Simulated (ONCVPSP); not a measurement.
## Te: one change to an ONCV potential, before and after

```json
{
 "Element": "Te (Z = 52)",
 "Generator": "ONCVPSP 4.0.1",
 "Type": "optimised norm-conserving Vanderbilt (ONCV)",
 "Functional": "PBE",
 "Relativity": "scalar-relativistic",
 "Frozen core": "[Kr]",
 "Valence charge": "16",
 "Reference configuration": "4d10 5s1 5p5",
 "Partial waves": "5s: rc 1.65 bohr, ncon 4, nbas 7, qcut 3.3 1/bohr, 2 projectors, debl 1.1 Ha; 5p: rc 1.70 bohr, ncon 5, nbas 9, qcut 5.8 1/bohr, 2 projectors, debl 3.7 Ha; 4d: rc 1.40 bohr, ncon 4, nbas 8, qcut 9 1/bohr, 2 projectors, debl 2 Ha",
 "Local potential": "polynomial inside 1.10 bohr (lpopt 5, dvloc0 4 Ha)",
 "Core correction": "Teter function, fcfact 5.5, rcfact 1.75"
}
```

Change: core correction Teter function, fcfact 7.1, rcfact 1.75.

Cutoffs: the cutoffs (Ha) at which the residual kinetic energy of the hardest occupied pseudo-wave falls to 1 and 0.1 mHa per electron; they do not see the model core or the augmentation charge, which bear on the density cutoff. Errors are all-electron minus pseudo energies relative to the spin-unpolarised reference configuration.

How do hardness, ghosts and transferability respond?

The potential gets neither clearly harder nor softer (52 Ha and 88 Ha → 52 Ha and 88 Ha); both files keep a bound ghost (p, s); of the 4 tests that both files solve, the error grows in 3 and shrinks in 0 by more than 15 % and 0.3 meV (median size 5.3 → 6.3 meV). A model core, the more so a compact one, raises the density cutoff, which this test does not measure.

| quantity | base | changed |
| --- | --- | --- |
| cutoff, loose | 52 Ha | 52 Ha |
| cutoff, tight | 88 Ha | 88 Ha |
| bound ghosts | s, p | s, p |
| GHOST(+) flags under 300 eV | p at 193.0 eV | p at 193.0 eV |
| error for 4d10 5s2 5p4, meV [ΔE -9.26 eV] | -4.0 | -4.9 |
| error for 4d10 5s2 5p3, meV [ΔE 0.47 eV] | -6.6 | -7.6 |
| error for 4d10 5s2 5p2, meV [ΔE 18.40 eV] | -15 | -18 |
| error for 4d10 5s1 5p4, meV [ΔE 10.32 eV] | -3.1 | -3.5 |
| s: phases at 1.67 bohr within 0.05 rad from the reference energy up to (Ha; the scan ends near 5) | to the end of the scan | to the end of the scan |
| p: phases at 1.72 bohr within 0.05 rad from the reference energy up to (Ha; the scan ends near 5) | to the end of the scan | to the end of the scan |
| d: phases at 1.42 bohr within 0.05 rad from the reference energy up to (Ha; the scan ends near 5) | to the end of the scan | to the end of the scan |
| rms error of d²Exc/dni dnj with the model core, mHa | 2.16 | 2.92 |

 A true bound ghost makes a file unfit for plane-wave use even where its test errors are small: the radial tests pick states by their node count and pass the ghost by.
